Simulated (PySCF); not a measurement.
Magnetic susceptibility: `N#Cc1ccnnn1`, C₄H₂N₄

Molfile (atoms numbered from 1):
```
C4H2N4
     RDKit          3D

 10 10  0  0  0  0  0  0  0  0999 V2000
    3.2842    0.1795   -0.0173 N   0  0  0  0  0  0  0  0  0  0  0  0
    2.1608   -0.0374   -0.0085 C   0  0  0  0  0  0  0  0  0  0  0  0
    0.7556   -0.2568    0.0016 C   0  0  0  0  0  0  0  0  0  0  0  0
   -0.1435    0.8125   -0.0216 C   0  0  0  0  0  0  0  0  0  0  0  0
   -1.4805    0.4374   -0.0072 C   0  0  0  0  0  0  0  0  0  0  0  0
   -1.8377   -0.8392    0.0221 N   0  0  0  0  0  0  0  0  0  0  0  0
   -0.9413   -1.7674    0.0411 N   0  0  0  0  0  0  0  0  0  0  0  0
    0.3159   -1.5207    0.0341 N   0  0  0  0  0  0  0  0  0  0  0  0
    0.1826    1.8402   -0.0476 H   0  0  0  0  0  0  0  0  0  0  0  0
   -2.2872    1.1566   -0.0192 H   0  0  0  0  0  0  0  0  0  0  0  0
  1  2  3  0
  2  3  1  0
  3  4  1  0
  4  5  2  0
  5  6  1  0
  6  7  2  0
  7  8  1  0
  8  3  2  0
  4  9  1  0
  5 10  1  0
M  END
```

Computed, not measured: GIAO BHandHLYP/pcSseg-1 magnetisability, rotational g tensor and spin-rotation constants, non-relativistic, gas phase in PySCF. Geometry: GFN2-xTB.

(1) How diamagnetic is it, and how anisotropic?

(2) Split it along the inertial axes a, b, c into diamagnetic and paramagnetic parts about the centre of mass, with the quadrupole moment.

(3) And the rotational g tensor?

## Answers

(1) Isotropic -796 × 10⁻³⁰ J/T², or -47.9 × 10⁻⁶ cm³/mol; principal values -1477, -503, -407 × 10⁻³⁰ J/T², anisotropy 1025 × 10⁻³⁰ J/T² (root of half the summed squared differences of the principal values). The susceptibility is in cgs units.

(2) 
```csv
axis,χ (10⁻⁶ cm³/mol),diamagnetic (10⁻⁶ cm³/mol),paramagnetic (10⁻⁶ cm³/mol),summed x² of all electrons (Å²),quadrupole Θ (D Å)
a,-28.8,-263.3,234.5,169.4,-16.59
b,-26.0,-757.6,731.6,52.8,+8.89
c,-88.9,-942.7,853.8,9.2,+7.70
```
Anisotropies 2χaa − χbb − χcc = +57.3 and 2χbb − χaa − χcc = +65.7 × 10⁻⁶ cm³/mol. Θ is traceless in Buckingham's convention.

(3) 
| axis | rotational constant (GHz) | g | nuclear part | electronic part |
| --- | --- | --- | --- | --- |
| a | 6.4029 | -0.1465 | 0.5589 | -0.7054 |
| b | 1.6372 | -0.0512 | 0.5116 | -0.5627 |
| c | 1.3038 | -0.0018 | 0.5212 | -0.5230 |

Asymmetric top; isotopes 12C, 1H, 14N; no vibrational averaging.
